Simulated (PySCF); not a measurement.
S (sulfur, neutral): UHF calculation

Configuration: [Ne] 3s1 3p4 4s1, high-spin 5P determinant (an excited configuration). Computed with PySCF 2.14 in aug-cc-pV(T+d)Z, with the non-relativistic Hamiltonian (point nucleus).

```
Total energy                                                  : -396.904087 hartree
One-electron energy                                           : -545.3597 hartree
Hartree (Coulomb) energy                                      : 173.3316 hartree
Exchange energy                                               : -24.8760 hartree
Kinetic energy                                                : 397.03261 hartree
⟨S²⟩                                                          : 6.0099
⟨L²⟩                                                          : 2.035
Sum of ⟨r⟩                                                    : 17.77 bohr
Sum of ⟨r²⟩                                                   : 46.48 bohr²
Traceless quadrupole moment −½Σ⟨3z² − r²⟩ along its main axis : -0.837 e·bohr²
Density at the nucleus (Gaussians lack the cusp)              : 2620 bohr⁻³
Spin density at the nucleus                                   : 9.99 bohr⁻³
Langevin diamagnetic susceptibility                           : -36.8 ×10⁻⁶ cm³/mol
```

| shell | electrons | mean orbital energy (hartree) | spread (hartree) | rms radius, mean of both spins (bohr) |
| --- | --- | --- | --- | --- |
| 1s α | 1 | -92.28173 | 0 | 0.113 |
| 1s β | 1 | -92.23648 | 0 | 0.113 |
| 2s α | 1 | -9.28004 | 0 | 0.519 |
| 2s β | 1 | -9.21178 | 0 | 0.519 |
| 2p α | 3 | -6.96487 | 0.01978 | 0.491 |
| 2p β | 3 | -6.90459 | 0.01757 | 0.491 |
| 3s α | 1 | -1.23869 | 0 | 1.74 |
| 3p α | 3 | -0.67478 | 0.06327 | 2.08 |
| 3p β | 1 | -0.44977 | 0 | 2.08 |
| 4s α | 1 | -0.11727 | 0 | 4.91 |

The outer electron is Rydberg-like, and this basis confines it to a smaller radius and binds it less than a complete one would.

Spin-orbit constants ζ (cm⁻¹) from the X2C one-electron operator on these orbitals (non-relativistic here): bare nucleus, nucleus screened by l(l+1)(2l+1)/3 electrons, and screened by the Breit-Pauli mean field of the electrons.

| shell | bare | screened nucleus | mean field |
| --- | --- | --- | --- |
| 2p | 7365 | 6444 | 6021 |
| 3p | 553.1 | 484.0 | 446.8 |

To first order the Landé constant is A = -111.7 cm⁻¹, so the lowest level has J = 3 and lies 0.0277 eV below the centre of the term. This holds in LS coupling only.
